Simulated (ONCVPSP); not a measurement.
What one change does to a pseudopotential (P (Z = 15), ONCV)

* Element: phosphorus
* Generator: ONCVPSP 4.0.1
* Type: optimised norm-conserving Vanderbilt (ONCV)
* Functional: PBE
* Relativity: scalar-relativistic
* Frozen core: [Ne]
* Valence charge: 5
* Reference configuration: 3s1 3p4
* Partial waves: 3s: rc 1.25 bohr, ncon 4, nbas 8, qcut 5.3 1/bohr, 2 projectors, debl 2.6 Ha; 3p: rc 1.25 bohr, ncon 4, nbas 7, qcut 5.9 1/bohr, local; d scattering state at 0.03 Ha: rc 1.40 bohr, ncon 4, nbas 9, qcut 7.7 1/bohr, 1 projector
* Local potential: the p channel
* Core correction: Teter function, fcfact 3.25, rcfact 1.1

Change: all radii but the core radius scaled by about 1.04 (s 1.30, p 1.30, d 1.46 bohr).

Cutoffs: the cutoffs (Ha) at which the residual kinetic energy of the hardest occupied pseudo-wave falls to 1 and 0.1 mHa per electron; they do not see the model core or the augmentation charge, which bear on the density cutoff. Errors are all-electron minus pseudo energies relative to the spin-unpolarised reference configuration.

Problem. Predict the effect on cutoff, ghosts and configuration errors.

Solution. The potential gets softer (69 Ha and 105 Ha → 33 Ha and 87 Ha); both files keep a bound ghost (s); of the 4 tests that both files solve, the error grows in 1 and shrinks in 2 by more than 15 % and 0.3 meV (median size 2.2 → 1.6 meV). A larger radius leaves more room for a smooth pseudo-wave, so fewer plane waves are needed.

| quantity | base | changed |
| --- | --- | --- |
| cutoff, loose | 69 Ha | 33 Ha |
| cutoff, tight | 105 Ha | 87 Ha |
| loose cutoff by channel | s 20 Ha, p 69 Ha | s 10 Ha, p 33 Ha |
| bound ghosts | s | s |
| GHOST(+) flags under 300 eV | none | none |
| error for 3s2 3p3, meV [ΔE -8.53 eV] | +2.9 | +2.4 |
| error for 3s2 3p2, meV [ΔE 1.20 eV] | +1.4 | +0.8 |
| error for 3s2 3p1, meV [ΔE 20.34 eV] | +0.1 | -0.8 |
| error for 3s1 3p0, meV [ΔE 102.09 eV] | +96 | +105 |
| rms error of d²Exc/dni dnj with the model core, mHa | 1.40 | 1.42 |

 A true bound ghost makes a file unfit for plane-wave use even where its test errors are small: the radial tests pick states by their node count and pass the ghost by.
